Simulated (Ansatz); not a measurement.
Cl$_{3}$Si, doublet, geometry from GFN2-xTB; MP2/STO-3G (Ansatz, a program for electronic structure).

Here is a job for Ansatz.
Ansatz 0.2 input:
```yaml
crystal:
  periodic: [false, false, false]
  atoms:
    - {symbol: Cl, position_ang: [1.85834472, -0.43964347, -0.16627542]}
    - {symbol: Si, position_ang: [0.00366610, -0.01083797, 0.52515717]}
    - {symbol: Cl, position_ang: [-1.31430510, -1.38571251, -0.16365187]}
    - {symbol: Cl, position_ang: [-0.54705876, 1.83428137, -0.10255510]}
basis:
  gaussian:
    orbitals: STO-3G
magnetization: {spin_polarized: true, initial_magnetization: 1}
correlation: {method: mp2, electrons: outside_noble_gas}
accuracy: high
```

The log (banner, timings and long lists left out):

```
Functional definition: HF
687 factors; integrals over basis functions are off by at most 4.0e-9 eV
mean field evaluation 1: about -44881.0266 eV, gradient 1.6e1 eV
mean field evaluation 2: about -44881.0922 eV, gradient 1.6e1 eV
mean field evaluation 4: about -44884.0354 eV, gradient 1.2e0 eV
mean field evaluation 8: about -44884.0768 eV, gradient 8.2e-4 eV
mean field -44884.07680406 eV, -1649.4593990293 hartree, gradient 2.6e-8 eV, S^2 0.752807; 0 other end points of the search recorded, 0 dependent functions left out
20 core orbitals not correlated
reference -44884.07680406 eV, -1649.4593990293 hartree; 13, 12 occupied and 3, 4 virtual orbitals, 687 factors
second order -1.01808527 eV of doubles, -0.00000000 eV of singles
Total energy: -44885.09488933 eV, -1649.4968129728 hartree
```
